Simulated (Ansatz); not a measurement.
(1) Predict a relaxed structure of [VBr4]- (VBr₄⁻), charge -1, triplet, at r2SCAN-D4/def2-SVPD (Ansatz).

## Answers

(1) 
```xyz
5

V     0.0000    0.0000    0.0000
Br   -0.9621    1.5405   -1.5593
Br    1.5789   -1.3991   -1.1314
Br   -1.7282   -1.3553    0.9524
Br    1.1114    1.2138    1.7384
```
Point group Td (tolerance 0.1 Å). The metal has 4 neighbours: Br 2.39 Å, Br 2.39 Å, Br 2.39 Å, Br 2.39 Å. This is one stationary point.

The relaxation made no stability test and no search for a lower SCF solution.
